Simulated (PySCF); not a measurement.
## Electronic structure of Ga³⁺ (gallium, charge +3) at the UHF level

Configuration: [Ar] 3d10, closed-shell 1S. Calculation: PySCF 2.14, in 6-31G* (5s4p3d, 32 functions); no relativity, point nucleus.

```
Total energy                                     : -1920.982668 hartree
One-electron energy                              : -2646.7041 hartree
Hartree (Coulomb) energy                         : 798.5738 hartree
Exchange energy                                  : -72.8524 hartree
Kinetic energy                                   : 1920.52615 hartree
⟨S²⟩                                             : 0.0000
⟨L²⟩                                             : 0.000
Sum of ⟨r⟩                                       : 14.90 bohr
Sum of ⟨r²⟩                                      : 12.38 bohr²
Density at the nucleus (Gaussians lack the cusp) : 19200 bohr⁻³
Langevin diamagnetic susceptibility              : -9.80 ×10⁻⁶ cm³/mol
Time after the integrals                         : 0.05 s of wall time on 1 thread of Neoverse-V2 (shared host)
```

```
shell  electrons  mean orbital energy (hartree)  rms radius, mean of both spins (bohr)
   1s          2                     -380.06590                                 0.0572
   2s          2                      -49.42363                                  0.239
   2p          6                      -43.75704                                  0.212
   3s          2                       -7.63033                                  0.709
   3p          6                       -5.72626                                  0.741
   3d         10                       -2.41217                                  0.877
```
